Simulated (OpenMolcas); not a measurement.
As-: the spin-orbit constant, worked from levels

| Item | Value |
| --- | --- |
| Program | OpenMolcas 26.06 |
| Basis | ANO-RCC-VQZP [7s6p4d2f1g] |
| Scalar Hamiltonian | DKH2, point nucleus |
| Active space | 4 electrons in 3 orbitals (4p) |
| State averaging | 2S+1 = 3 even, 3 roots; 2S+1 = 1 even, 6 roots |
| Spin-orbit coupling | RASSI with atomic mean-field integrals over the reference wave functions, term energies averaged over their components |

Methods: CASSCF; SS-CASPT2, IPEA 0.25 Eh, imaginary shift 0.1 Eh (closed shells correlated: 3d 4s).

**The spin-orbit constant.** For the Hund term ³P of p4, E(J) = (A/2) J(J+1) + constant and ζ = -2S·A = -2A. From J = 0 to J = 2 the energy changes by 3 A.

```tsv
Source	E(2) - E(0)	A	ζ
CASSCF	-1406.1	-468.7	937
SS-CASPT2	-1394.5	-464.8	930
```

All in cm-1. Both methods take the spin-orbit matrix elements from the reference wave functions, so the second can move ζ only through the term energies and any multistate remixing. Second-order mixing with other terms is absorbed into this ζ.

With the s shell closed, the reference lacks s² → p² mixing. No diffuse functions were added, so excited terms of the anion can stand markedly too high. Without dynamic correlation excited terms often stand tens of per cent too high (terms of higher spin than the ground term too low), and those without a measured partner can miss by more than the paired ones (holds for CASSCF). Only configurations of the active space appear.
